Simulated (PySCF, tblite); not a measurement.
Isomers of C6H5O2S (doublet state), one GFN2-xTB conformer each. Single-point energies are computed at B3LYP/pcH-1 (PySCF, gas phase, no added dispersion term), electronic only. GFN2-xTB treats the open shell by occupation alone, and not every SCF solution was tested for stability.

Question: Rank them by B3LYP/pcH-1 energy, lowest first (kJ/mol).
A. `[CH2:1][c:2]1[cH:3][cH:4][c:5]([C:6](=[O:7])[OH:8])[s:9]1` (doublet state) with H–C1–C2–C3 0° and 180°, C4–C5–C6–O7 0°, C5–C6–O8–H 180°
B. `[CH:1]#[C:2][C:3]1[C:4](=[O:5])[C@@H:6]([CH3:7])[S@@:8]1=[O:9]` (doublet state) with C2–C3–C4–O5 10°, C3–C4–C6–C7 -126°, C4–C6–S8–O9 113°, C2–C3–S8–C6 171°

Answer: A (0.0), B (414.9).

As drawn, the lower has an O–H bond, which the higher lacks; the higher has a four-membered ring, which the lower lacks. GFN2-xTB itself gives, in the same order: 0.0, 283.8. Both levels put the same isomer lowest.

What happens when harmonic zero-point energies from GFN2-xTB frequencies are added?

```csv
SMILES,ZPE (kJ/mol),electronic (kJ/mol),with ZPE (kJ/mol)
[CH2]c1ccc(C(=O)O)s1,244.5,0.0,0.0
C#C[C]1C(=O)[C@@H](C)[S@@]1=O,236.8,414.9,407.3
```

The zero-point energies span 7.7 kJ/mol. The order is unchanged.
